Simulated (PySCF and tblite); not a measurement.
Values are calculated unless marked as measured or tabulated.
C6H9F3O, numbered as in [F:1][C:2]([F:3])([F:4])[CH:5]1[CH2:6][CH2:7][O:8][CH2:9][CH2:10]1.

The ensemble was built from 60 distance-geometry starts (ETKDG and KDG, MMFF94s, GFN2-xTB) and rests on GFN2-xTB geometries. Free energies are PBE0-D3(BJ)/pcSseg-1 single points with GFN2-xTB rigid-rotor and vibrational terms (modes under about 100 cm⁻¹ blended into free rotors). Symmetry numbers and mirror images are counted. Conformers within 2.5 kcal/mol (GFN2-xTB free energy) were kept, 4 at most. Of two unlike H on one atom, a is the less shielded (PBE0/pcSseg-1). Programs: PySCF with density fitting and tblite.

An NOE distance is ⟨r⁻⁶⟩^(−1/6) over all pairs of like atoms and, for the average, over conformers.

The 6-ring runs over atoms 5–6–7–8–9–10.

```json
{"conformer": "1", "shape": "6-ring chair (all substituents equatorial)", "weight %": "97.5"}
{"conformer": "2", "shape": "6-ring chair (C2 axial)", "weight %": "2.5"}
```

Which H–H contacts under 3.5 Å would NOEs report (pairs on one atom left out) at 298.15 K?


```
                pair  in 1 (Å)  in 2 (Å)  average (Å)
     H5 ··· H6b/H10b      2.48      2.38         2.48
      H5 ··· H7b/H9b      2.59      4.28         2.60
H6a/H10a ··· H7a/H9a      2.75      2.75         2.75
H6b/H10b ··· H7b/H9b      2.75      2.71         2.75
H6b/H10b ··· H7a/H9a      2.83      3.33         2.84
     H5 ··· H6a/H10a      3.06      2.57         3.04
H6a/H10a ··· H7b/H9b      3.32      2.83         3.30
```

Longer pairs under the limit may be missing.


Conformer gaps in pcSseg-1 on xTB geometries can be 2 kcal/mol off for S=O, P=O and other polar bonds.